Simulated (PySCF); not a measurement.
Si(H)(Cl)(Br)(NH2) (BrClH3NSi), SMILES N[SiH](Cl)Br. Atoms are numbered in the order given.

```xyz
7

Si     0.3249    -0.6462     0.5226
N      1.9972    -0.8202     0.2168
Cl    -0.9024    -1.9235    -0.5751
Br    -0.2319     1.4430    -0.0260
H      0.0419    -0.9057     1.9486
H      2.4900    -1.6439     0.5515
H      2.3987    -0.4671    -0.6470
```

Geometry optimised at B3LYP-D3(BJ)/def2-SVP. The structure was generated by enumeration, and PubChem lists no compound with its InChIKey, so it may never have been made. One conformer was computed; it need not be the lowest.

The numbers are results of HF/pcSseg-1 (PySCF), not measurements.

GIAO shieldings, no solvent; atoms listed in one row are averaged. δ = σ(ref) − σ: ²⁹Si against TMS (σ = 393.8 ppm); ¹⁵N against NH3 (σ = 267.3 ppm); ³⁵Cl against HCl (σ = 958.2 ppm); ¹H against TMS (σ = 31.99 ppm), references at their B3LYP-D3(BJ)/def2-TZVP geometries, non-relativistic (without spin–orbit terms, shifts of atoms bonded to Cl or Br come out too high).

Task: Estimate the chemical shifts. (Estimate from the structure and the level; the computed values follow.)

Result: 
```
nucleus  atoms  count  δ (ppm)
-------  -----  -----  -------
²⁹Si       Si1      1     -2.6
¹⁵N         N2      1     36.6
³⁵Cl       Cl3      1     85.4
¹H          H5      1     5.45
¹H          H7      1     2.00
¹H          H6      1     1.82
```
